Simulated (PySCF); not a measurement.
Core-level binding energies of `CN(C)BF`

Compound: C2H7BFN.
Atom-mapped SMILES: `[CH3:1][N:2]([CH3:3])[BH:4][F:5]`

Method used: PySCF 2.14.0, delta-SCF UKS SCAN, pcX-2 on the ionised atom, pcseg-1 elsewhere, spin-free X2C. Vertical ΔSCF values, vacuum level as zero.

Problem. What binding energy does each computed site have?

Solution. 
```
atom(s)             environment  level  binding energy (eV)  count
     B4  three-coordinate boron   B 1s               196.80      1
  C1/C3         N-methyl carbon   C 1s               291.79      2
     N2    boron-bound nitrogen   N 1s               405.21      1
     F5    boron-bound fluorine   F 1s               692.39      1
```

Problem. Which photon wavelength matches the F 1s of F5 threshold?

Solution. λ = hc/E = 12398.42 eV Å / 692.39 eV = 17.907 Å.

One atom of each set of topologically equivalent atoms was ionised and stands for the set; in this conformer not all members are related by symmetry, and their own values weren't computed. The unrestricted hole states depart most from a pure doublet (⟨S²⟩ = 0.75; over 0.85 named) for B 1s of B4 (0.88), which makes this value less certain. Isolated species at its PBE0-D3(BJ)/def2-SVP geometry, gas phase.

Shape of the structure used: `[CH3:1][N:2]([CH3:3])[BH:4][F:5]`: C1–N2–B4–F5 0°.
